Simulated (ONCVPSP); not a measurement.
# zirconium (Zr): variants of one ONCV potential

Base potential:

ONCVPSP 4.0.1 input, shortened (lines: element, Z, core and valence counts, functional; n l f; lmax; l rc ep ncon nbas qcut; lloc lpopt rc5 dvloc0; l nproj debl; icmod fcfact rcfact), PBE, scalar-relativistic:

```
  Zr 40.00    8    3        4      upf
    1    0    2.00
    2    0    2.00
    2    1    6.00
    3    0    2.00
    3    1    6.00
    3    2   10.00
    4    0    2.00
    4    1    6.00
    4    2    2.00
    5    0    1.00
    5    1    1.00
    2
    0    3.00    0.00    3    7    2.00
    1    4.00    0.00    4    8    1.80
    2    2.45    0.00    4    9    5.00
    4    5    1.70    0.00
    0    2    2.20
    1    3    0.80
    2    2    3.10
    0    0.00    0.00
```

Cutoffs, loose and tight: the cutoffs (Ha) at which the residual kinetic energy of the hardest occupied pseudo-wave falls to 1 and 0.1 mHa per electron. They do not see the model core or the augmentation charge, which bear on the density cutoff. Test errors are all-electron minus pseudo excitation energies from the reference, over the configurations 4d2 5s2 5p0; 4d2 5s1 5p0; 4d2 5s0 5p0; 4d3 5s1 5p0. A dash means not determined; rows that change the core or the reference have their own tests. The largest error is taken over the tests solved by every variant that gives reliable tests at all: 4d2 5s1 5p0; 4d2 5s2 5p0; 4d3 5s1 5p0.

A true bound ghost makes a file unfit for plane-wave use even where its test errors are small: the radial tests pick states by their node count and pass the ghost by.

```json
{"change": "base", "outcome": "generated", "cutoff, loose": "10 Ha", "cutoff, tight": "12 Ha", "bound ghosts": "s", "GHOST(+) flags above zero": "p, d", "largest test error (meV)": "+7.3"}
{"change": "p: qcut 1.1", "outcome": "generated", "cutoff, loose": "10 Ha", "cutoff, tight": "12 Ha", "bound ghosts": "s", "GHOST(+) flags above zero": "p, d", "largest test error (meV)": "+8.6"}
{"change": "p: qcut 1.4", "outcome": "generated", "cutoff, loose": "10 Ha", "cutoff, tight": "12 Ha", "bound ghosts": "s", "GHOST(+) flags above zero": "p, d", "largest test error (meV)": "+8.9"}
{"change": "p: qcut 1.7", "outcome": "generated", "cutoff, loose": "10 Ha", "cutoff, tight": "12 Ha", "bound ghosts": "s", "GHOST(+) flags above zero": "p, d", "largest test error (meV)": "+7.9"}
{"change": "p: qcut 2.1", "outcome": "generated", "cutoff, loose": "10 Ha", "cutoff, tight": "12 Ha", "bound ghosts": "s", "GHOST(+) flags above zero": "p, d", "largest test error (meV)": "-7.2"}
{"change": "p: qcut 2.4", "outcome": "generated", "cutoff, loose": "10 Ha", "cutoff, tight": "12 Ha", "bound ghosts": "s", "GHOST(+) flags above zero": "p, d", "largest test error (meV)": "-9.8"}
{"change": "p: qcut 2.6", "outcome": "generated", "cutoff, loose": "10 Ha", "cutoff, tight": "12 Ha", "bound ghosts": "s", "GHOST(+) flags above zero": "p, d", "largest test error (meV)": "-11"}
```

Reading the sweep of the qcut of the p channel (base included, trends over the rows without a ghost): Bound ghosts are found at 1.1, 1.4, 1.7, 1.8, 2.1, 2.4, 2.6 1/bohr. Every judged row has one, so this setting neither creates nor removes them.
